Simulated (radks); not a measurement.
Results of a calculation; reference values are marked as such.
Numerical settings for the platinum ion Pt+, [Xe] 4f14 5d9. Level of theory: scalar-relativistic Kohn-Sham, SCAN, spin-polarised, spherical densities, finite nucleus; open shells are filled with parallel spins first (spin-orbit coupling, left out, can overturn this in heavy ions); meta-GGA in the generalised Kohn-Sham scheme; Fermi nuclear charge, rms radius 5.427 fm (a radial shooting solver on a logarithmic mesh with Libxc functionals). The defaults (mesh step 0.008 in ln r, mesh end at 40 bohr or more with all orbitals vanishing there, Anderson mixing 0.5 over 9 steps, residual threshold near 1e-9 with the energy settled to 1e-9 hartree or 1e-11 of itself, here a cap of 90 iterations) give E = -18412.121 hartree and 5d at -13.998 eV in 12 iterations. Run on one thread of a shared host, so times are rough (Intel(R) Xeon(R) 6975P-C): 0.19 s of CPU time, 0.19 s wall, 12 iterations on 2314 mesh points. Changes against that run (0 stands for a change within the tolerance of the run):

setting,iterations,converged,E (mhartree),e(5d) (meV),CPU (s)
mesh step in ln r 0.005,12,yes,-0.122,+0.0118,0.3
mesh step in ln r 0.012,12,yes,+3.93,+0.00342,0.13
mesh step in ln r 0.05,12,yes,-53.2,+10.7,0.04
mesh end (bohr) 12,12,yes,-0.103,+0.00524,0.18
mesh end (bohr) 8,12,yes,+0.0845,+5.68,0.18
residual threshold 1e-05,11,yes,0,+0.127,0.18
residual threshold 0.01,11,yes,0,+0.127,0.18
mixing 1.5,15,yes,0,+0.00635,0.23
"linear mixing, mixing 0.8",90,no,+2.7e+05,-3.27e+03,2.6
"linear mixing, mixing 0.5",22,yes,+0.00126,+0.00556,0.29
mixing history 20,12,yes,0,-0.00504,0.19
iteration cap 8,8,no,-0.0355,+3.2,0.14

Settings that end as converged yet miss the energy by more than 1 mhartree: mesh step in ln r 0.012 (+0.00393 hartree); mesh step in ln r 0.05 (-0.0532 hartree). A mesh that ends early acts as a hard wall.
